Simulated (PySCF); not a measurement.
Isomers of C6H10OSi2 and their computed core-level spectra.

Theory: delta-SCF UKS SCAN, pcX-2 on the ionised atom, pcseg-1 elsewhere, spin-free X2C (PySCF 2.14.0). Geometries: PBE0-D3(BJ)/def2-SVP; isolated species, one conformer each.

Line lists (1s up to Mg, 2p3/2 beyond; areas count atoms within a level, one atom standing for each set equivalent by bonding):
1. C 1s: 289.74 (area 1), 290.25 (area 1), 290.32 (area 1), 290.42 (area 1), 290.45 (area 1), 290.85 (area 1) eV; O 1s: 537.73 eV; Si 2p3/2: 107.07 (area 1), 107.52 (area 1) eV
2. C 1s: 289.77 (area 1), 290.14 (area 2), 290.21 (area 2), 290.23 (area 1) eV; O 1s: 537.77 eV; Si 2p3/2: 107.11 (area 1), 107.55 (area 1) eV
3. C 1s: 289.76 (area 1), 289.81 (area 1), 290.16 (area 2), 290.19 (area 2) eV; O 1s: 538.57 eV; Si 2p3/2: 106.50 (area 1), 107.11 (area 1) eV

Structures:
A. `[SiH3]O[SiH2]c1ccccc1`
B. `c1([SiH2]O)ccc([SiH3])cc1`
C. `C#C[C@@H]1C=CC[Si@H]1O[SiH3]`

**Question.** Match each list to its structure.

**Answer.** 
- 1 = C: no other candidate has these counts of sites. C 1s: 289.74 terminal alkyne carbon, 290.25 sp3 carbon bound to silicon, 290.32 alkene CH carbon, 290.42 alkene CH carbon, 290.45 alkyne carbon, 290.85 sp3 carbon bound to silicon; O 1s: 537.73 siloxane oxygen; Si 2p3/2: 107.07 oxygen-bound silicon, 107.52 oxygen-bound silicon.
- 2 = A: another candidate has the same counts of sites, so positions decide. C 1s: 289.77 substituted aromatic carbon, 290.14 aromatic CH carbon (×2), 290.21 aromatic CH carbon (×2), 290.23 aromatic CH carbon; O 1s: 537.77 siloxane oxygen; Si 2p3/2: 107.11 oxygen-bound silicon, 107.55 oxygen-bound silicon.
- 3 = B: another candidate has the same counts of sites, so positions decide. C 1s: 289.76 substituted aromatic carbon, 289.81 substituted aromatic carbon, 290.16 aromatic CH carbon (×2), 290.19 aromatic CH carbon (×2); O 1s: 538.57 silanol oxygen; Si 2p3/2: 106.50 SiH3 silicon, 107.11 oxygen-bound silicon.

The 2p values aren't plain energy differences: one relaxed spin-free 2p hole is combined with a matrix within the shell (ground-state 2p orbital-energy differences and spin–orbit coupling). 2p3/2, the mean of its two sublevels, lies a third of the splitting below the shell's mean and 2p1/2 two thirds above it; the statistical areas are 2:1. 1 of these hole states is spin-contaminated (⟨S²⟩ 0.87, against 0.75; counted from 0.85) and less certain.
